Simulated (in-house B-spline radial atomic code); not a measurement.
Orbital energies and mean radii along the 11-electron series, configuration [Ne] 3s1. The effective charge is n√(-2ε), a non-relativistic measure. Computed with a radial B-spline atomic code at the basis-set limit: Dirac-Hartree-Fock, average of the configuration, finite nuclei.

| ion | Z | energy of 3s1/2 (Eh) | mean radius of 3s1/2 (bohr) | energy of 1s1/2 (Eh) | mean radius of 1s1/2 (bohr) | effective charge of 3s1/2 |
| --- | --- | --- | --- | --- | --- | --- |
| Fe15+ | 26 | -17.968 | 0.67504 | -282.12 | 0.058377 | 17.984 |
| Co16+ | 27 | -20.074 | 0.64164 | -306.51 | 0.056119 | 19.009 |
| Ni17+ | 28 | -22.295 | 0.61137 | -331.96 | 0.054022 | 20.033 |
| Cu18+ | 29 | -24.633 | 0.58381 | -358.47 | 0.05207 | 21.057 |
| Zn19+ | 30 | -27.088 | 0.5586 | -386.04 | 0.050248 | 22.081 |
| Ga20+ | 31 | -29.66 | 0.53544 | -414.68 | 0.048544 | 23.106 |
| Ge21+ | 32 | -32.35 | 0.5141 | -444.4 | 0.046947 | 24.131 |
| As22+ | 33 | -35.157 | 0.49436 | -475.19 | 0.045445 | 25.156 |
| Se23+ | 34 | -38.084 | 0.47605 | -507.07 | 0.044032 | 26.182 |
| Br24+ | 35 | -41.129 | 0.459 | -540.04 | 0.042699 | 27.209 |

**Question.** How does the screening of 3s1/2 change?

**Answer.** Z less the effective charge goes from 8.02 at Z = 26 to 7.79 at Z = 35.
